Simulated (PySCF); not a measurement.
## Computed data sheet: `C=NC1=CC=CC(=O)C1=O`

C7H5NO2.
Numbering: `[CH2:1]=[N:2][C:3]1=[CH:4][CH:5]=[CH:6][C:7](=[O:8])[C:9]1=[O:10]` (hydrogens: H11, H12 on C1; H13 on C4; H14 on C5; H15 on C6)

Geometry (GFN2-xTB, Å), atoms numbered from 1 in this order:
```xyz
15
C7H5NO2 angstrom
C      2.744    0.813    0.257
N      1.922    0.278   -0.529
C      0.641   -0.059   -0.327
C      0.052   -1.212   -0.757
C     -1.332   -1.450   -0.562
C     -2.163   -0.541    0.005
C     -1.690    0.745    0.449
O     -2.395    1.683    0.766
C     -0.163    0.951    0.436
O      0.379    1.856    1.017
H      2.633    0.836    1.340
H      3.647    1.234   -0.162
H      0.662   -1.983   -1.202
H     -1.726   -2.401   -0.890
H     -3.215   -0.743    0.137
```

Structural features include: ketone, imine and C=C double bond.

GFN2-xTB geometry:

- Point group of the GFN2-xTB geometry: C1
- Rotational constants A, B, C of the GFN2-xTB geometry: 2.349, 1.293, 0.849 GHz

From CAM-B3LYP/def2-SVPD ground state and vertical TDDFT (core frozen in the response) (PySCF):

- Dipole moment: 4.60 D
- HOMO energy: -7.84 eV
- LUMO energy: -2.75 eV
- HOMO–LUMO gap: 5.09 eV
- Lowest singlet excitation: 2.06 eV (601 nm, f = 0.021)
- Strongest line among the 8 lowest singlet transitions: S8 at 5.80 eV (214 nm, f = 0.114)
- Lowest triplet excitation (Tamm–Dancoff): 1.17 eV
- Static isotropic polarisability: 103.1 au
- Electronic spatial extent ⟨r²⟩ about the centre of nuclear charge: 1296 bohr²

Monoisotopic mass from the formula: 135.0320 u.

The principal polarisabilities are 55.2, 103.6 and 150.4 au; their mean is the isotropic value. The largest Löwdin shares of the LUMO are 0.16 on O10, 0.15 on O8, 0.13 on C9 and 0.11 on C5. A dipole of 4.60 D is allowed in C1, and pure rotational transitions are dipole-allowed. The polarisability is 15.27 Å³ as a volume (1 au = 0.148185 Å³), or 1.47 au for each of the 70 electrons. S1 lies 3.03 eV below the HOMO–LUMO gap; its leading configuration is HOMO→LUMO, weight 0.48, beside HOMO−1→LUMO, weight 0.47. 2 of the 8 computed singlets lie in the visible range (750 to 380 nm, 1.65 to 3.26 eV), with an oscillator strength of 0.077 in sum.

Isolated species at its GFN2-xTB geometry (one conformer only).
